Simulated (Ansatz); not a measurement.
Consider the formal exchange of groups at a B–N bond: `CNB(C)O` + `C=CCO` → `CB(O)CO` + `C=CNC`.

Isolated molecules relaxed with PBE0-D4/def2-TZVP in Ansatz; ΔE leaves out vibrations. CBS: MP2 limit from def2 TZ/QZ plus the TZ coupled-cluster correction, frozen cores. DFT in def2-TZVPP. B3LYP here is the variant with VWN-RPA as its local correlation; programs differ in this. One conformer a species, not always the lowest.

`CNB(C)O`:

Z-matrix (Å, degrees):
```
C
N 1 1.440
H 1 1.095 2 112.1
H 1 1.095 2 112.1 3 121.7
H 1 1.092 2 110.7 3 -119.1
B 2 1.411 1 128.9 3 119.4
H 2 1.006 1 114.0 3 -60.7
O 6 1.377 2 122.5 1 -0.1
C 6 1.574 2 120.7 1 179.9
H 8 0.959 6 114.4 2 0.1
H 9 1.094 6 110.5 2 122.7
H 9 1.093 6 113.7 2 1.2
H 9 1.094 6 110.4 2 -120.1
```

`C=CCO`:

```xyz
10

C    -0.598    0.692    1.256
C    -0.132    0.643    0.016
C     0.713   -0.466   -0.516
O     0.135   -1.077   -1.654
H    -0.370   -0.090    1.975
H    -1.214    1.514    1.603
H    -0.377    1.431   -0.693
H     0.912   -1.199    0.278
H     1.679   -0.078   -0.854
H    -0.747   -1.370   -1.411
```

`CB(O)CO`:

Z-matrix (Å, degrees):
```
C
B 1 1.571
H 1 1.094 2 110.3
H 1 1.097 2 110.3 3 -116.5
H 1 1.093 2 114.4 3 122.6
O 2 1.361 1 122.7 3 -128.6
C 2 1.579 1 122.2 3 52.1
H 6 0.960 2 113.4 1 0.6
O 7 1.422 2 116.4 1 -4.4
H 7 1.103 2 109.5 1 122.5
H 7 1.096 2 108.4 1 -123.9
H 9 0.959 7 108.4 2 49.0
```

`C=CNC`:

```xyz
11

C    -0.450    0.832   -1.757
C    -0.490    0.063   -0.667
N     0.574   -0.317    0.116
C     0.356   -0.596    1.514
H     0.470    1.289   -2.105
H    -1.345    0.998   -2.339
H    -1.435   -0.372   -0.347
H     1.431    0.177   -0.082
H     0.127    0.297    2.114
H    -0.479   -1.293    1.617
H     1.240   -1.078    1.936
```

(1) Is it downhill or uphill in electronic energy at CCSD(T)/CBS, and by how much? (Estimate.)

(2) What do these levels give: PBE-D4, r2SCAN-D4, B2PLYP, PBE, r2SCAN, PBE0, B3LYP, CCSD(T)/def2-TZVPP, HF/def2-QZVPP, MP2/def2-QZVPP, SCS-MP2/def2-QZVPP, CCSD/CBS(def2)? (Best estimate.)

Largest T1 diagnostic among the species: 0.012.

Answers

(1) Computed: Uphill: ΔE = +30.5 kcal/mol.

(2) Ansatz gave: PBE-D4 26.4, r2SCAN-D4 27.5, B2PLYP 29.2, PBE 26.4, r2SCAN 27.5, PBE0 27.6, B3LYP 28.2, CCSD(T)/def2-TZVPP 30.4, HF/def2-QZVPP 30.9, MP2/def2-QZVPP 30.6, SCS-MP2/def2-QZVPP 30.7, CCSD/CBS(def2) 30.6 kcal/mol.

From PBE to PBE0 (25 % exact exchange), in def2-TZVPP and without D4, ΔE moves by +1.2 kcal/mol.
